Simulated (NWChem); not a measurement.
Species: SnCl2F2; SMILES [F][Sn]([Cl])([Cl])[F]

```xyz
5

F      0.0000    -1.5446    -1.4106
Sn     0.0000     0.0000    -0.2429
F      0.0000     1.5446    -1.4106
Cl     1.9435     0.0000     1.0390
Cl    -1.9435     0.0000     1.0390
```
Atoms are numbered in this order, from 1.

Level: PBE-D3(BJ)/def2-SVP with def2 effective core potentials on Sn (NWChem), optimised geometry, unscaled harmonic frequencies. def2 effective core potentials on Sn; no spin-orbit coupling.

| frequency (cm⁻¹) | IR intensity (km/mol) |
|---|---|
| 96 | 0.9 |
| 117 | 0.0 |
| 133 | 12.5 |
| 163 | 20.6 |
| 165 | 32.9 |
| 366 | 12.8 |
| 402 | 61.1 |
| 624 | 45.0 |
| 641 | 49.6 |

```
Quantity                                                                           Result
-----------------------------------------------------------------------  ----------------
zero-point energy                                                            3.9 kcal/mol
thermal correction to the enthalpy at 298.15 K (with zero-point energy)      8.9 kcal/mol
heat capacity Cv                                                         20.5 cal/(mol K)
entropy at 298.15 K and 1 atm (symmetry number 2)                        87.1 cal/(mol K)
```

Rigid rotor and harmonic oscillator; modes under 100 cm⁻¹ make the entropy uncertain.
